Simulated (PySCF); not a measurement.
Can point charges reproduce the dipole moment of `C#CC(=O)O[SiH](C)C`?

Coordinates (GFN2-xTB, Å) and charges (e) from the PBE0/pcSseg-1 density (PySCF):

| atom | x | y | z | Mulliken | IAO | Hirshfeld | ESP-fitted |
| --- | --- | --- | --- | --- | --- | --- | --- |
| C1 | 4.089 | 0.244 | -0.070 | -0.2181 | -0.1680 | -0.0621 | -0.1812 |
| C2 | 2.904 | 0.225 | -0.255 | +0.3006 | -0.0641 | -0.0499 | -0.3602 |
| C3 | 1.480 | 0.210 | -0.508 | +0.3638 | +0.5223 | +0.2232 | +1.0436 |
| O4 | 0.996 | 0.478 | -1.577 | -0.3900 | -0.4401 | -0.2380 | -0.5777 |
| O5 | 0.789 | -0.129 | 0.565 | -0.5809 | -0.5601 | -0.1835 | -0.5753 |
| Si6 | -0.885 | -0.251 | 0.643 | +0.9736 | +1.1264 | +0.4445 | +0.9900 |
| C7 | -1.497 | -1.584 | -0.560 | -0.6497 | -0.7383 | -0.2151 | -0.8432 |
| C8 | -1.678 | 1.433 | 0.274 | -0.6498 | -0.7383 | -0.2152 | -0.8363 |
| H9 | 5.126 | 0.260 | 0.095 | +0.0663 | +0.2128 | +0.1061 | +0.2727 |
| H10 | -0.945 | -0.644 | 2.050 | -0.1034 | -0.1378 | -0.0825 | -0.1737 |
| H11 | -2.572 | -1.721 | -0.488 | +0.1382 | +0.1603 | +0.0461 | +0.2037 |
| H12 | -1.265 | -1.314 | -1.588 | +0.1610 | +0.1716 | +0.0451 | +0.2238 |
| H13 | -1.028 | -2.544 | -0.360 | +0.1445 | +0.1606 | +0.0451 | +0.1958 |
| H14 | -2.758 | 1.393 | 0.373 | +0.1382 | +0.1603 | +0.0461 | +0.2022 |
| H15 | -1.448 | 1.756 | -0.738 | +0.1611 | +0.1717 | +0.0449 | +0.2228 |
| H16 | -1.314 | 2.199 | 0.954 | +0.1444 | +0.1606 | +0.0451 | +0.1931 |

Q: Compute μ = Σ q r for each scheme (1 e·Å = 4.803 D) and compare with the dipole of the full density.

A: The full density gives (-0.26, -0.39, 1.33) D, 1.41 D in size; dipole vectors point from the negative to the positive end.

```json
{"scheme": "Mulliken", "μx": "-0.96", "μy": "-0.52", "μz": "1.64", "size (D)": "1.97", "share of the full size (%)": "140", "angle to the full dipole (°)": "18"}
{"scheme": "IAO", "μx": "-0.52", "μy": "-0.69", "μz": "2.36", "size (D)": "2.51", "share of the full size (%)": "178", "angle to the full dipole (°)": "1"}
{"scheme": "Hirshfeld", "μx": "-0.06", "μy": "-0.38", "μz": "1.35", "size (D)": "1.40", "share of the full size (%)": "99", "angle to the full dipole (°)": "8"}
{"scheme": "ESP-fitted", "μx": "-0.30", "μy": "-0.39", "μz": "1.34", "size (D)": "1.43", "share of the full size (%)": "101", "angle to the full dipole (°)": "1"}
```

Q: Which set comes closest?

A: Length of the difference vector: ESP-fitted 0.04 D, Hirshfeld 0.21 D, Mulliken 0.78 D, IAO 1.10 D. Closest: ESP-fitted. ESP charges are fitted to the potential around the molecule, whose slowest-falling term is the dipole's. The schemes that divide the density aren't constrained to reproduce the dipole.

Q: What is left for the Hirshfeld atoms' own dipoles?

A: The Hirshfeld atoms' densities add up to the full density, so μ = Σ q r + Σ (atomic dipoles). The atomic dipoles sum to (-0.26, -0.39, 1.33) − (-0.06, -0.38, 1.35) = (-0.20, -0.01, -0.02) D, 0.21 D in size.

Q: With the origin at the mean of the coordinates, (0.000, 0.001, -0.074) Å, which are the largest single terms, by size, of the IAO dipole along the direction of the full one?

A: Si6 +4.93, O4 +3.67, C3 -1.86, H10 -1.56, O5 -1.32 D; all 16 atoms together +2.51 D. The single terms depend on the origin, their sum doesn't.

Q: Give the size of the full dipole in other units.

A: 1.41 D = 0.555 au = 0.294 e·Å = 4.70 × 10⁻³⁰ C·m.

One conformer (not necessarily the lowest) at the GFN2-xTB geometry, without solvent, vibrations or thermal averaging.

The values belong to the conformer `[CH:1]#[C:2][C:3](=[O:4])[O:5][SiH:6]([CH3:7])[CH3:8]`: C2–C3–O5–Si6 180°, C3–O5–Si6–C7 62°.
